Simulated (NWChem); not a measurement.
System meant: CH3FMnO, sextet; SMILES C[O][Mn][F]

The following NWChem deck was run.

```
start job
memory heap 200 mb stack 900 mb global 1100 mb
geometry units angstroms noautoz
  Mn    -0.001977     0.571595    -0.004424
  F     -0.002695     2.356948    -0.006252
  O     -0.001000    -1.203622     0.000780
  C     -0.001412    -2.572751    -0.005936
  H      0.854558    -2.988359    -0.576028
  H      0.062514    -2.995464     1.017580
  H     -0.921638    -2.988396    -0.465114
end
basis spherical
  * library def2-svp
end
dft
  odft
  mult 7
  xc b3lyp
  iterations 150
  mulliken
end
task dft energy
```

End of the output:

```
                                 NWChem DFT Module
                                 -----------------

 Summary of "ao basis" -> "ao basis" (spherical)
 ------------------------------------------------------------------------------
       Tag                 Description            Shells   Functions and Types
 ---------------- ------------------------------  ------  ---------------------
 Mn                         def2-svp                11       31   5s3p2d1f
 F                          def2-svp                 6       14   3s2p1d
 O                          def2-svp                 6       14   3s2p1d
 C                          def2-svp                 6       14   3s2p1d
 H                          def2-svp                 3        5   2s1p

 Summary of "ao basis" -> "ao basis" (spherical)
 ------------------------------------------------------------------------------
       Tag                 Description            Shells   Functions and Types
 ---------------- ------------------------------  ------  ---------------------
 Mn                         def2-svp                11       31   5s3p2d1f
 F                          def2-svp                 6       14   3s2p1d
 O                          def2-svp                 6       14   3s2p1d
 C                          def2-svp                 6       14   3s2p1d
 H                          def2-svp                 3        5   2s1p

  number of electrons :                   51
  multiplicity        :                    7
 ------------------------------------------------------------------------
  no. of electrons and multiplicity not compatible                  51
 ------------------------------------------------------------------------
 ------------------------------------------------------------------------
  current input line :
    22: task dft energy
 ------------------------------------------------------------------------
 ------------------------------------------------------------------------
 There is an error in the input file
 ------------------------------------------------------------------------
 For more information see the NWChem manual at https://nwchemgit.github.io

0: no. of electrons and multiplicity not compatible:Received an Error in Communication
```

Problem. Find the fault in this run and fix the input.

Solution. The program refused the input. Cause: the multiplicity doesn't fit the number of electrons (an even count wants an odd multiplicity, and the reverse). This input runs:
```
start job
memory heap 200 mb stack 900 mb global 1100 mb
geometry units angstroms noautoz
  Mn    -0.001977     0.571595    -0.004424
  F     -0.002695     2.356948    -0.006252
  O     -0.001000    -1.203622     0.000780
  C     -0.001412    -2.572751    -0.005936
  H      0.854558    -2.988359    -0.576028
  H      0.062514    -2.995464     1.017580
  H     -0.921638    -2.988396    -0.465114
end
basis spherical
  * library def2-svp
end
dft
  odft
  mult 6
  xc b3lyp
  iterations 150
  mulliken
end
task dft energy
```
It converges to -1365.75322 Ha (B3LYP/def2-SVP, spin-unrestricted).
